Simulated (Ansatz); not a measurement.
Name a neutral molecule of Al, C, F and H with HOMO–LUMO gap (ωB97M-V/def2-TZVPP) between 9.50 and 9.80 eV and size of the dipole moment (B3LYP/def2-TZVPP) between 0.55 and 0.85 D (Ansatz, PBE0-D4/def2-TZVP geometry).

`[F][Al]1[CH]=[CH]1` (9.55 eV, 0.58 D). Other molecules can fit too; these were computed, each in one conformer that needn't be the lowest.

B3LYP here is the variant with VWN-RPA as its local correlation; programs differ in this.
